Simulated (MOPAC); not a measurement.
MOPAC input (AM1):

```
AM1 PRECISE GNORM=0.05 LET XYZ GEO-OK AUX(PRECISION=9) THREADS=1
C3H7BO2

C     2.52073900 1   -0.61291000 1   -0.30646900 1
C     1.27512500 1   -0.92863400 1    0.02718300 1
C     0.35780200 1   -0.07320900 1    0.84939200 1
B    -0.93760900 1    0.37333100 1    0.06476200 1
O    -1.64400400 1   -0.58742500 1   -0.61261700 1
O    -1.30175000 1    1.69344100 1    0.11018300 1
H     3.12578500 1   -1.26855700 1   -0.91947600 1
H     2.97971800 1    0.31277200 1    0.02291400 1
H     0.85448700 1   -1.86392100 1   -0.33054500 1
H     0.88585000 1    0.80202800 1    1.23145300 1
H     0.01799100 1   -0.64854300 1    1.72173300 1
H    -2.42653100 1   -0.28915200 1   -1.08610000 1
H    -2.10522500 1    1.92910200 1   -0.36495000 1
```

Output:

```
 *******************************************************************************
 **                                                                           **
 **                              MOPAC v23.2.5                                **
 **                                                                           **
 *******************************************************************************
 ** MOPAC's Digital Object Identifier: https://doi.org/10.5281/zenodo.6511958 **
 **                                                                           **
 ** Please cite the open-source release paper for use of this MOPAC version:  **
 ** J. E. Moussa and J. J. P. Stewart (2026)                                  **
 ** MOPAC: An open-source semiempirical molecular orbital program             **
 ** J. Open Source Softw., 11(119), 8025, https://doi.org/10.21105/joss.08025 **
 *******************************************************************************

                              AM1 CALCULATION RESULTS

 *******************************************************************************
 *  AM1        - The AM1 Hamiltonian to be used
 *  GEO-OK     - OVERRIDE INTERATOMIC DISTANCE AND OTHER SAFETY CHECKS
 *  LET        - OVERRIDE SOME SAFETY CHECKS
 *  PRECISE    - TIGHTER CRITERIA TO BE USED
 *  XYZ        - CARTESIAN COORDINATE SYSTEM TO BE USED
 *  GNORM      - EXIT WHEN GRADIENT NORM DROPS BELOW 0.050
 *  AUX        - OUTPUT AUXILIARY INFORMATION
 *******************************************************************************
AM1 PRECISE GNORM=0.05 LET XYZ GEO-OK AUX(PRECISION=9) THREADS=1
 C3H7BO2

   ATOM   CHEMICAL          X               Y               Z
  NUMBER   SYMBOL      (ANGSTROMS)     (ANGSTROMS)     (ANGSTROMS)

     1       C          2.52073900  *  -0.61291000  *  -0.30646900  *
     2       C          1.27512500  *  -0.92863400  *   0.02718300  *
     3       C          0.35780200  *  -0.07320900  *   0.84939200  *
     4       B         -0.93760900  *   0.37333100  *   0.06476200  *
     5       O         -1.64400400  *  -0.58742500  *  -0.61261700  *
     6       O         -1.30175000  *   1.69344100  *   0.11018300  *
     7       H          3.12578500  *  -1.26855700  *  -0.91947600  *
     8       H          2.97971800  *   0.31277200  *   0.02291400  *
     9       H          0.85448700  *  -1.86392100  *  -0.33054500  *
    10       H          0.88585000  *   0.80202800  *   1.23145300  *
    11       H          0.01799100  *  -0.64854300  *   1.72173300  *
    12       H         -2.42653100  *  -0.28915200  *  -1.08610000  *
    13       H         -2.10522500  *   1.92910200  *  -0.36495000  *

          CARTESIAN COORDINATES

    NO.       ATOM           X           Y           Z

     1         C          2.5207     -0.6129     -0.3065
     2         C          1.2751     -0.9286      0.0272
     3         C          0.3578     -0.0732      0.8494
     4         B         -0.9376      0.3733      0.0648
     5         O         -1.6440     -0.5874     -0.6126
     6         O         -1.3017      1.6934      0.1102
     7         H          3.1258     -1.2686     -0.9195
     8         H          2.9797      0.3128      0.0229
     9         H          0.8545     -1.8639     -0.3305
    10         H          0.8859      0.8020      1.2315
    11         H          0.0180     -0.6485      1.7217
    12         H         -2.4265     -0.2892     -1.0861
    13         H         -2.1052      1.9291     -0.3650

  H: (AM1): M.J.S. DEWAR ET AL, J. AM. CHEM. SOC. 107 3902-3909 (1985)
  B: (AM1): M.J.S. DEWAR ET AL, ORGANOMETALLICS, 7, 513-521 (1988)
  C: (AM1): M.J.S. DEWAR ET AL, J. AM. CHEM. SOC. 107 3902-3909 (1985)
  O: (AM1): M.J.S. DEWAR ET AL, J. AM. CHEM. SOC. 107 3902-3909 (1985)

           Empirical Formula: C3 H7 O2 B  =    13 atoms

      MOLECULAR POINT GROUP   :   C1

      RHF CALCULATION, NO. OF DOUBLY OCCUPIED LEVELS = 17

          Geometry optimization using EF

          DIAGONAL MATRIX USED AS START HESSIAN

 CYCLE:     1  GRAD.:    66.286 HEAT: -150.0322
 CYCLE:     2  GRAD.:   292.066 HEAT: -135.1687
 CYCLE:     3  GRAD.:   212.865 HEAT: -142.6350
 CYCLE:     4  GRAD.:   290.591 HEAT: -135.8298
 CYCLE:     5  GRAD.:   300.850 HEAT: -136.9145
 CYCLE:     6  GRAD.:   247.684 HEAT: -142.3727
 CYCLE:     7  GRAD.:   292.174 HEAT: -136.4314
 CYCLE:     8  GRAD.:   189.301 HEAT: -143.2924
 CYCLE:     9  GRAD.:   203.909 HEAT: -141.9194
 CYCLE:    10  GRAD.:   182.073 HEAT: -145.3625
 CYCLE:    11  GRAD.:   188.617 HEAT: -146.2172
 CYCLE:    12  GRAD.:   357.152 HEAT: -128.3526
 CYCLE:    13  GRAD.:   234.418 HEAT: -142.0215
 CYCLE:    14  GRAD.:   201.877 HEAT: -144.9087
 CYCLE:    15  GRAD.:   277.700 HEAT: -138.6612
 CYCLE:    16  GRAD.:   147.084 HEAT: -148.4533
 CYCLE:    17  GRAD.:   222.045 HEAT: -140.0602
 CYCLE:    18  GRAD.:   180.783 HEAT: -146.2461
 CYCLE:    19  GRAD.:   151.258 HEAT: -147.2840
 CYCLE:    20  GRAD.:   162.391 HEAT: -146.1786
 CYCLE:    21  GRAD.:   163.430 HEAT: -146.0715
 CYCLE:    22  GRAD.:   229.565 HEAT: -141.1657
 CYCLE:    23  GRAD.:   132.170 HEAT: -149.2348
 CYCLE:    24  GRAD.:   155.444 HEAT: -145.7344
 CYCLE:    25  GRAD.:   130.117 HEAT: -148.4425
 CYCLE:    26  GRAD.:   178.035 HEAT: -146.8050
 CYCLE:    27  GRAD.:    57.778 HEAT: -153.9032
 CYCLE:    28  GRAD.:    35.834 HEAT: -154.4721
 CYCLE:    29  GRAD.:     9.369 HEAT: -154.8649
 CYCLE:    30  GRAD.:    12.232 HEAT: -154.8529
 CYCLE:    31  GRAD.:     1.334 HEAT: -154.9116
 CYCLE:    32  GRAD.:     0.955 HEAT: -154.9129
 CYCLE:    33  GRAD.:     0.926 HEAT: -154.9146
 CYCLE:    34  GRAD.:     1.175 HEAT: -154.9202
 CYCLE:    35  GRAD.:     0.956 HEAT: -154.9235
 CYCLE:    36  GRAD.:     0.659 HEAT: -154.9263
 CYCLE:    37  GRAD.:     0.815 HEAT: -154.9290
 CYCLE:    38  GRAD.:     1.023 HEAT: -154.9324
 CYCLE:    39  GRAD.:     0.813 HEAT: -154.9351
 CYCLE:    40  GRAD.:     0.618 HEAT: -154.9380
 CYCLE:    41  GRAD.:     0.922 HEAT: -154.9418
 CYCLE:    42  GRAD.:     1.220 HEAT: -154.9471
 CYCLE:    43  GRAD.:     1.102 HEAT: -154.9536
 CYCLE:    44  GRAD.:     0.869 HEAT: -154.9577
 CYCLE:    45  GRAD.:     1.806 HEAT: -154.9664
 CYCLE:    46  GRAD.:     1.920 HEAT: -154.9707
 CYCLE:    47  GRAD.:     1.181 HEAT: -154.9751
 CYCLE:    48  GRAD.:     0.750 HEAT: -154.9776
 CYCLE:    49  GRAD.:     0.507 HEAT: -154.9783
 CYCLE:    50  GRAD.:     0.281 HEAT: -154.9792
 CYCLE:    51  GRAD.:     0.222 HEAT: -154.9794
 CYCLE:    52  GRAD.:     0.178 HEAT: -154.9795
 CYCLE:    53  GRAD.:     0.181 HEAT: -154.9795
 CYCLE:    54  GRAD.:     0.449 HEAT: -154.9801
 CYCLE:    55  GRAD.:     0.351 HEAT: -154.9804
 CYCLE:    56  GRAD.:     0.957 HEAT: -154.9814
 CYCLE:    57  GRAD.:     0.550 HEAT: -154.9824
 CYCLE:    58  GRAD.:     0.409 HEAT: -154.9834
 CYCLE:    59  GRAD.:     0.472 HEAT: -154.9862
 CYCLE:    60  GRAD.:     0.405 HEAT: -154.9872
 CYCLE:    61  GRAD.:     0.283 HEAT: -154.9876
 CYCLE:    62  GRAD.:     0.133 HEAT: -154.9876
 CYCLE:    63  GRAD.:     0.181 HEAT: -154.9876
 CYCLE:    64  GRAD.:     0.118 HEAT: -154.9877
 CYCLE:    65  GRAD.:     0.047 HEAT: -154.9877

     GRADIENT =  0.04748 IS LESS THAN CUTOFF =  0.05000

 -------------------------------------------------------------------------------
 AM1 PRECISE GNORM=0.05 LET XYZ GEO-OK AUX(PRECISION=9) THREADS=1
 C3H7BO2

     GEOMETRY OPTIMISED USING EIGENVECTOR FOLLOWING (EF).
     SCF FIELD WAS ACHIEVED

                              AM1 CALCULATION
                                                       MOPAC v23.2.5 Linux

          FINAL HEAT OF FORMATION =       -154.98769 KCAL/MOL =    -648.46851 KJ/MOL

          COSMO AREA              =        129.68 SQUARE ANGSTROMS
          COSMO VOLUME            =        115.47 CUBIC ANGSTROMS

          GRADIENT NORM           =          0.04748          =       0.01317 PER ATOM
          IONIZATION POTENTIAL    =          9.885599 EV
          HOMO LUMO ENERGIES (EV) =         -9.886  1.358
          NO. OF FILLED LEVELS    =         17
          MOLECULAR WEIGHT        =         85.8971         POINT GROUP:  C1

          MOLECULAR DIMENSIONS (Angstroms)

            Atom       Atom       Distance
            H    13    H     7     6.27130
            H    10    H    12     3.43446
            H    11    H     8     2.36692

          SCF CALCULATIONS        =         66

   ATOM   CHEMICAL          X               Y               Z
  NUMBER   SYMBOL      (ANGSTROMS)     (ANGSTROMS)     (ANGSTROMS)

     1       C          2.56447953  *  -0.69552726  *  -0.23185656  *
     2       C          1.26485053  *  -0.89999621  *  -0.02815112  *
     3       C          0.40528531  *   0.00434309  *   0.76338098  *
     4       B         -0.92708512  *   0.37179782  *   0.05703824  *
     5       O         -1.62642469  *  -0.56014057  *  -0.63399964  *
     6       O         -1.40302072  *   1.63528037  *   0.17732387  *
     7       H          3.18100185  *  -1.39308341  *  -0.81309977  *
     8       H          3.10035797  *   0.17626851  *   0.16557882  *
     9       H          0.74795232  *  -1.78114769  *  -0.44642944  *
    10       H          0.91020764  *   0.96758236  *   1.01116764  *
    11       H          0.07717276  *  -0.49557523  *   1.70886004  *
    12       H         -2.42364332  *  -0.16622442  *  -0.99489650  *
    13       H         -2.24143823  *   1.71257296  *  -0.28280099  *

                             CARTESIAN COORDINATES

   1    C        2.564479527    -0.695527263    -0.231856563
   2    C        1.264850533    -0.899996205    -0.028151123
   3    C        0.405285314     0.004343088     0.763380980
   4    B       -0.927085123     0.371797819     0.057038240
   5    O       -1.626424691    -0.560140575    -0.633999644
   6    O       -1.403020716     1.635280365     0.177323866
   7    H        3.181001850    -1.393083411    -0.813099773
   8    H        3.100357971     0.176268510     0.165578818
   9    H        0.747952324    -1.781147688    -0.446429439
  10    H        0.910207637     0.967582360     1.011167642
  11    H        0.077172757    -0.495575234     1.708860039
  12    H       -2.423643318    -0.166224423    -0.994896503
  13    H       -2.241438235     1.712572957    -0.282800988

           Empirical Formula: C3 H7 O2 B  =    13 atoms

      MOLECULAR POINT GROUP   :   C1

                  EIGENVALUES
 -39.07927 -36.56749 -35.00856 -28.34990 -21.57900 -20.26427 -19.15246 -17.20053
 -15.86126 -14.99676 -14.23702 -13.45957 -13.37049 -12.67568 -12.33706 -11.72165
  -9.88560   1.35794   2.53759   2.71447   3.64514   4.18477   4.50088   4.68776
   4.79908   5.04729   5.24533   5.74760   5.92737   6.39967   7.97413

              NET ATOMIC CHARGES AND DIPOLE CONTRIBUTIONS

  ATOM NO.   TYPE          CHARGE      No. of ELECS.   s-Pop       p-Pop
    1          C          -0.229889        4.2299     1.24474     2.98515
    2          C          -0.142913        4.1429     1.22441     2.91850
    3          C          -0.153873        4.1539     1.20701     2.94686
    4          B           0.187981        2.8120     1.13892     1.67309
    5          O          -0.316536        6.3165     1.84242     4.47411
    6          O          -0.318523        6.3185     1.84282     4.47571
    7          H           0.111095        0.8889     0.88890
    8          H           0.109587        0.8904     0.89041
    9          H           0.129912        0.8701     0.87009
   10          H           0.102663        0.8973     0.89734
   11          H           0.106448        0.8936     0.89355
   12          H           0.206951        0.7930     0.79305
   13          H           0.207097        0.7929     0.79290
 DIPOLE           X         Y         Z       TOTAL
 POINT-CHG.    -0.572     0.068    -0.068     0.580
 HYBRID        -0.984     0.288    -0.464     1.125
 SUM           -1.556     0.356    -0.532     1.682

          ATOMIC ORBITAL ELECTRON POPULATIONS

     Atom    s        px        py        pz
    1  C   1.24474   0.95135   1.01700   1.01679
    2  C   1.22441   0.94108   0.99276   0.98465
    3  C   1.20701   0.96122   0.99477   0.99087
    4  B   1.13892   0.63558   0.58856   0.44895
    5  O   1.84242   1.35733   1.46400   1.65278
    6  O   1.84282   1.36891   1.41367   1.69312
    7  H   0.88890
    8  H   0.89041
    9  H   0.87009
   10  H   0.89734
   11  H   0.89355
   12  H   0.79305
   13  H   0.79290

 **********************
 *                    *
 * JOB ENDED NORMALLY *
 *                    *
 **********************

 == MOPAC DONE ==
```

The geometry given is a B3LYP-D3(BJ)/def2-TZVP minimum.
